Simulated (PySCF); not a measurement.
Computed structure and properties of Er2N2

System: Er2N2 (singlet in the valence; each metal's 4f electrons, 11 of them, lie in its core potential, out of spins and levels); start: template (D2h). Method: PySCF 2.14.0, RKS BP86, Er lcecp-1-SVP with ECP57, N def2-SVP; non-relativistic Hamiltonian with scalar-relativistic core potentials where named; density fitting; no spin-orbit coupling.

Input of the relaxation:

```python
mol = gto.M(atom='''
Er     0.00000     0.00000     1.62260
Er    -0.00000    -0.00000    -1.62260
N      1.38760    -0.00000    -0.00000
N     -1.38760     0.00000     0.00000''',
    basis={'Er': 'lcecp-1-SVP', 'N': 'def2-SVP'},
    ecp={'Er': 'lcecp-1-SVP'},
    charge=0, spin=0)
mf = dft.RKS(mol, xc='B88,P86')
mf.grids.atom_grid = (50, 194)  # f atoms: unpruned, at least (60, 302)
mf = mf.density_fit()  # fitting sets: Er AutoAux, N def2-universal-JKFIT
mf.conv_tol = 1e-08; mf.max_cycle = 55
mf.kernel(dm0)  # dm0: converged density of the start geometry
# quasi-Newton relaxation in Cartesian coordinates to a largest gradient under 0.00045 Eh/bohr, steps kept in the point group
```

Run from Python with OMP_NUM_THREADS=2; the lines above give its settings. Where DIIS fails, smearing, a level shift and second-order steps follow.
It took 31 s on 2 threads of Arm Neoverse V1 (shared host), from the converged density of the start.

Course of the relaxation:

```
step  energy above end (eV)  largest force component within the symmetry (eV/Å)
   0                 0.5166                                               3.742
   1                 0.1699                                               2.310
   2                 0.0111                                               0.633
   3                 0.0003                                               0.093
   4                 0.0000                                               0.012
   5                 0.0000                                               0.006
```

Relaxed geometry (D2h):

```xyz
4

Er    0.0000    0.0000    1.4999
Er    0.0000    0.0000   -1.4999
N     1.3741    0.0000    0.0000
N    -1.3741    0.0000    0.0000
```

```json
{"contact": "Er1–N3 (N)", "Å": "2.034"}
{"contact": "Er1–N4 (N)", "Å": "2.034"}
```

On the finer grid (75, 302):

* HOMO: -3.57 eV
* LUMO: -2.40 eV
* Dipole about the centre of mass: 0.00 D
* Set of Mulliken populations of Er1 outside the core potential: s 2.43, p 6.28, d 1.81, f 0.04
* D3(BJ) dispersion energy (not in the energies): -0.223 eV

```json
{"atom": "Er1", "Mulliken (e)": "0.43", "Löwdin (e)": "0.29", "spin (e)": "0.00"}
{"atom": "Er2", "Mulliken (e)": "0.43", "Löwdin (e)": "0.29", "spin (e)": "0.00"}
{"atom": "N3", "Mulliken (e)": "-0.43", "Löwdin (e)": "-0.29", "spin (e)": "0.00"}
{"atom": "N4", "Mulliken (e)": "-0.43", "Löwdin (e)": "-0.29", "spin (e)": "0.00"}
```

The 4f levels lie in the core potential and are missing. Their spin isn't counted.

On the grid (50, 194), as all that follows. Harmonic modes: a minimum; lowest 202 cm⁻¹ (negative: unstable), highest 706 cm⁻¹, zero-point energy 0.172 eV.

Rigid scan of N along the line from its metal, all other atoms held (where the atom bridges, its other bond changes as well):

| distance to N3 (Å) | energy (eV) |
| --- | --- |
| 1.73 | 1.179 |
| 1.83 | 0.453 |
| 1.93 | 0.098 |
| 2.03 | 0.000 |
| 2.13 | 0.075 |
| 2.23 | 0.263 |
| 2.33 | 0.523 |
| 2.48 | 0.989 |

One start shape was tried, so this needn't be the lowest isomer.

An lcecp potential fixes the number of 4f electrons, so in runs with it no electron can move into or out of that shell.
